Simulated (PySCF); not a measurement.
Structure problem from calculated spectra and properties.

Formula: Cl3GeH.

| Quantity | Value |
| --- | --- |
| 1H NMR | chemical shifts (computed TMS as zero) by class: 6.83 (1 H) ppm [GIAO B3LYP/pcSseg-1 (pcSseg-2 on Ge)] |
| NMR, other nuclei | isotropic shieldings of nuclei other than C and H, by class: 767 (3 Cl), 1198 (1 Ge) ppm [GIAO B3LYP/pcSseg-1 (pcSseg-2 on Ge)] |
| Polarisability | 71.7 au [B3LYP/def2-SVPD] |
| XPS | Cl2p3/2 206.4 (×3), Cl1s 2829.0 (×3) eV [ΔSCF SCAN, pcX-2 on the ionised atom, pcseg-1 elsewhere, spin-free X2C, 2p3/2 from a spin–orbit splitting computed afterwards within the 2p shell] |
| UV, strongest line | among the 15 lowest singlet transitions: S12/S13/S14 at 7.85 eV (158 nm, f = 0.072 summed over these states) [TDDFT B3LYP/def2-SVPD] |
| Rotational structure | rotational constants A, B, C: 2.128, 2.123, 1.209 GHz [PBE0-D3(BJ)/def2-SVP] |

Gas-phase values; electronic properties from PySCF, density fitting. Levels stand in brackets. Isolated species at its PBE0-D3(BJ)/def2-SVP geometry, gas phase. Relativistic effects, spin–orbit coupling among them, are left out (core-ionisation runs apart) although an element past zinc is present. Each NMR value is the plain mean over a class of atoms that symmetry, rotation or inversion makes alike.

Task: Propose a structure and show how it fits.

Result: The one hydrogen (6.83 ppm): hydrogen on germanium. The other shieldings belong to: 767 ppm, chlorine bonded to Ge; 1198 ppm, germanium bonded to 3 Cl and H. The core levels belong to: Cl2p3/2 206.4 eV, chlorine bonded to Ge; Cl1s 2829.0 eV, chlorine bonded to Ge. No core level of Ge was computed. The optimised geometry has point group C3v and is an oblate symmetric top (the spread among constants that symmetry makes equal is optimisation noise). Structure: GeHCl3 (`[H][Ge]([Cl])([Cl])[Cl]`). The assignments are read from this structure; whether some other isomer fits the data as well wasn't checked. NMR values of atoms bound to Ge lack the spin–orbit term that these neighbours bring.
